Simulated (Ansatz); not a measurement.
Reaction (ligand exchange at the Si–C bond): `CC[Si]O[SiH3]` + `O[SiH3]` → `[SiH3]O[Si]O[SiH3]` + `CC`

Program: Ansatz. Geometries: PBE0-D4/def2-TZVP. ΔE: electronic, gas phase. CBS: MP2 limit from def2 TZ/QZ plus the TZ coupled-cluster correction, frozen cores. This one scheme is used for every species. One conformer a species, not always the lowest.

| level | ΔE (kcal/mol) |
| --- | --- |
| MP2/def2-SVP | -44.5 |
| MP2/def2-QZVPP | -44.3 |

(1) What does CCSD(T)/CBS give? (Best estimate.)

Largest T1 diagnostic among the species: 0.014.

## Answers

(1) The calculation gave: -43.4 kcal/mol. The listed levels differ from it by -1.1, -0.9 kcal/mol.

In def2-TZVPP, CCSD(T) changes the Hartree–Fock value by +5.3 kcal/mol (the triples alone add +0.6 kcal/mol) and MP2 by +4.6 kcal/mol. From BLYP to BHLYP (50 % exact exchange), in def2-TZVPP and without D4, ΔE moves by −1.1 kcal/mol. The D4 term adds +1.8 kcal/mol with B3LYP and +1.0 kcal/mol with PBE0; it sums over pairs of atoms, weighted by their polarisabilities, and B3LYP, whose exchange is more repulsive, gets the larger term.

B3LYP here is the variant with VWN-RPA as its local correlation; programs differ in this.
